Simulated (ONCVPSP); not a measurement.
# Hardness and transferability of assorted potentials

Generated with ld1.x 7.5 (TM, RRKJ, ultrasoft, PAW), atompaw 4.2 or ONCVPSP 4.0.1. The cutoff is in Ry: for ld1.x and atompaw files where the sum of valence levels is converged to 10 mRy in a Bessel basis, for ONCV files where the hardest occupied wave has 1 mHa per electron of residual kinetic energy. The error is the largest all-electron minus pseudo excitation energy over each file’s own four to seven test configurations (ionisations up to +4, promotions, holes and added fractions of an electron), all of which were solved. The labels leave out finer settings (local radius, basis sizes, second energies), which also bear on the numbers. Spin-polarised tests are not counted. The rows are a selection from randomly drawn settings: files with unsolved tests, undetermined cutoffs or missed reference levels are left out.

```tsv
element	potential	cutoff (Ry)	largest error (meV)	bound ghosts
Si	ONCV, BLYP, non-relativistic, rc 0.90/1.10 (sp), local smoothed, core correction no, reference 2s2 2p6 3s2 3p2, qcut 14.8/14.9, projectors 2/2	156	-362	none
Tc	ONCV, PBEsol, scalar-relativistic, rc 1.75/1.85/1.90 (spd), local smoothed, core correction yes, reference 4s2 4p6 4d5 5s2, qcut 8.5/8.3/6.5, projectors 2/2/2	43	-5.5	none
Ru	ONCV, PBE, scalar-relativistic, rc 2.00/1.10/2.10 (spd), local smoothed, core correction no, reference 4s2 4p6 4d7 5s1, qcut 7.7/7.1/8.7, projectors 2/1/2	196	+6.0	none
I	ONCV, PBE, scalar-relativistic, rc 1.14/1.28/1.14 (spd), local d, core correction no, reference 4s2 4p6 4d10 5s1.5 5p5.5, qcut 9.8/12.3/12.4, projectors 2/2/0	112	-25	none
La	ONCV, PW91, scalar-relativistic, rc 2.55/2.10/2.95/2.45 (spdf), local smoothed, core correction yes, reference 5s2 5p6 5d1 6s1.5, qcut 4.1/3.2/2.7/5.2, projectors 2/2/3/2	37	+1113	none
Ta	ONCV, PBEsol, scalar-relativistic, rc 2.05/1.80/2.50 (spd), local smoothed, core correction yes, reference 5s2 5p6 5d3 6s2, qcut 5.2/6/5.3, projectors 3/2/3	24	-87	none
Os	ONCV, PBEsol, scalar-relativistic, rc 1.65/1.15/2.35 (spd), local smoothed, core correction yes, reference 5s2 5p6 5d6 6s2, qcut 6.1/7.7/6.2, projectors 2/2/2	100	-22	none
Ir	ONCV, PBEsol, fully relativistic, rc 1.70/1.25/2.50 (spd), local smoothed, core correction yes, reference 5s2 5p6 5d7 6s1.5, qcut 6.3/7.4/6.5, projectors 2/1/2	54	+142	none
```

**Question.** Fill in the row for B: ONCV, PBE, scalar-relativistic, rc 1.00/1.00 (sp), local s, core correction yes, reference 2s1.5, qcut 5.9/9.1, projectors 0/2.

**Answer.** cutoff 99 Ry, largest error +13 meV, bound ghosts: none.
